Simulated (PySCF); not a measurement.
Si(H)(NHSiH3)3 (H13N3Si4), SMILES [SiH3]N[SiH](N[SiH3])N[SiH3].

Coordinates come from a PBE0-D3(BJ)/def2-SVP optimisation. Other conformers were not sampled.

Computed with SMD-PBE0/6-31G* (PySCF).

Solvation free energies are E(SMD) − E(gas) at the gas-phase geometry, for 1 M in both phases. In vacuum the dipole moment is 1.15 D.

| solvent | ΔG(solv) (kcal/mol) | its non-electrostatic (CDS) part | dipole (D) |
|---|---|---|---|
| water | [?] | [?] | [?] |
| methanol | -4.3 | 0.5 | 1.57 |
| acetonitrile | -3.6 | 1.3 | 1.57 |

**Question.** Complete the blanks. (An estimate is asked for; the answer gives what the named calculation found.)

**Answer.** 
- water, ΔG(solv) (kcal/mol): 2.0
- water, its non-electrostatic (CDS) part: 7.0
- water, dipole (D): 1.58
